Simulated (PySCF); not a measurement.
SiI4, SMILES I[Si](I)(I)I. The structure is a stationary point at r2SCAN-D4/def2-SVP. The isomer is the one that the SMILES or the coordinates give; other isomers of the formula were not compared. The def2 effective core potentials stand for the cores of I; spin–orbit coupling is left out.

Computed equilibrium geometry at r2SCAN-D4/def2-SVP (PySCF confirms it by a frequency run) as a Z-matrix, and its point group:
point group Td.
```
Si
I 1 2.4507
I 1 2.4507 2 109.47
I 1 2.4507 2 109.47 3 -120.00
I 1 2.4507 2 109.47 3 120.00
```
